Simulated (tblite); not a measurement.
Q: What does the GFN2-xTB structure of `COC1=CC[C](C)C1` [radical] look like in three dimensions? (Doublet state.)

A: 
```
atom  x, y, z in Å
C1     3.2096   -0.0031   -0.3297
O2     2.1105   -0.8108    0.0122
C3     0.8867   -0.2275   -0.0744
C4     0.5381    1.0040   -0.4372
C5    -0.9498    1.1877   -0.3776
C6    -1.4381   -0.1335    0.1039
C7    -2.8628   -0.5139    0.2091
C8    -0.3017   -1.0749    0.2898
H9     4.0935   -0.6286   -0.2184
H10    3.2854    0.8629    0.3360
H11    3.1349    0.3489   -1.3638
H12    1.1897    1.8026   -0.7424
H13   -1.3668    1.4557   -1.3606
H14   -1.2293    2.0094    0.2986
H15   -3.2339   -0.9719   -0.7176
H16   -3.0126   -1.2422    1.0064
H17   -3.4814    0.3600    0.4090
H18   -0.2163   -1.4522    1.3179
H19   -0.3655   -1.9635   -0.3536
```

Any rigid rotation of these coordinates is as good. Atoms count from 1 in this order. The C–C distances run from 1.330 Å (C3=C4, drawn double) to 1.504 Å (C3–C8, drawn single), a spread of 0.174 Å. The 2 C–O bonds span 1.358 Å (O2–C3, drawn single) to 1.406 Å (C1–O2, drawn single), a spread of 0.048 Å. Of the pairs four or more bonds apart, C1···H12 is among the closest relative to their van der Waals radii: 2.74 Å, 95 % of the sum of Bondi's values. The 5-membered ring C3–C4–C5–C6–C8 has internal angles of 102.5° to 112.4° (sum 540°, against 540° for a flat polygon); it is planar, 0.01 Å rms from its mean plane, widest ring torsion 1°.

Bonds between heavy atoms (Å): C1–O2 1.406, O2–C3 1.358, C3=C4 1.330, C4–C5 1.500, C5–C6 1.489, C6–C7 1.478, C6–C8 1.487, C3–C8 1.504.

The geometry is computed with GFN2-xTB (gas phase). This method treats the open shell by occupation alone, without spin polarisation.

Its GFN2-xTB frequencies are all real (lowest 40 cm⁻¹). Torsions: C1–O2–C3–C4 0°.

One conformer stands for the species.
